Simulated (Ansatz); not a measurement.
Stepwise reaction of `O[SiH2][NH][GeH2][OH]` with hydrogen, as a gas-phase model of exchange steps in deposition or etching. ΔE in kJ/mol.

Program: Ansatz. Geometries: PBE0-D4/def2-TZVP. ΔE: electronic, gas phase. CBS: MP2 limit from def2 TZ/QZ plus the TZ coupled-cluster correction, frozen cores. This one scheme is used for every species. Functionals use def2-TZVPP. B3LYP here is the variant with VWN-RPA as its local correlation; programs differ in this. For Ge outer-core shells are correlated without core-valence functions, which leaves a few kJ/mol of doubt a bond. Scalar relativity is left out up to krypton. Each species was taken in one conformer, which may not be the lowest.

```tsv
step	reaction	PBE-D4	B3LYP-D4	ωB97M-V	CCSD(T)/CBS
1	`O[SiH2][NH][GeH2][OH]` + H₂ → `[OH][GeH2][NH][SiH3]` + H₂O	86.8	93.1	93.7	90.1
```

Task: Give the row of step 2, `[OH][GeH2][NH][SiH3]` + H₂ → `[SiH3][NH][GeH3]` + H₂O. (An estimate is asked.)

Result: Ansatz gave: 
```csv
step,reaction,PBE-D4,B3LYP-D4,ωB97M-V,CCSD(T)/CBS
2,`[OH][GeH2][NH][SiH3]` + H₂ → `[SiH3][NH][GeH3]` + H₂O,21.7,23.4,23.0,21.7
```

Task: By hand: ΔE of the 2 steps together at CCSD(T)/CBS.

Result: (90.1) + (21.7) = 111.8 kJ/mol, or 55.9 kJ/mol a step.

In ΔE each step is lower than the one before. All are uphill at CCSD(T)/CBS. PBE-D4 differs from CCSD(T)/CBS by -3.3 to 0.0 kJ/mol a step. Isolated molecules leave out the surface, adducts and barriers. Largest T1 diagnostic: 0.012.
